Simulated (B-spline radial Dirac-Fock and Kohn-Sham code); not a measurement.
## Nb³⁺ in Watson spheres of different radius

These are calculated numbers from a radial B-spline solver; the model is multi-electron Dirac-Fock with separately optimised hole states, Breit and Lamb-shift corrections added in first order. The ion, [Kr] 4d2, sits in a hollow sphere of charge Q = -3, a simple model of the Madelung potential. Inside the sphere an electron's potential energy is raised by the constant 14.40·|Q|/R eV, so binding energies fall by about that much as long as the orbitals stay inside.

```
radius (Å)  14.40 |Q|/R (eV)  1s (eV)  2s (eV)  2p1/2 (eV)  2p3/2 (eV)  3s (eV)  3p1/2 (eV)  3p3/2 (eV)  3d3/2 (eV)  3d5/2 (eV)  4s (eV)  4p1/2 (eV)  4p3/2 (eV)  4d (eV)
       1.8             24.00  19002.1   2720.6      2482.9      2388.6    488.1       398.0       382.3       223.5       220.8    77.86       49.77       47.56    11.92
         3             14.40  19011.6   2730.1      2492.4      2398.1    497.6       407.5       391.8       233.0       230.3    87.36       59.27       57.06    21.40
```

From the smallest to the largest radius 1s moves by +9.5 eV, while the constant potential alone would give +9.6 eV; the difference comes from charge outside the sphere and its screening.
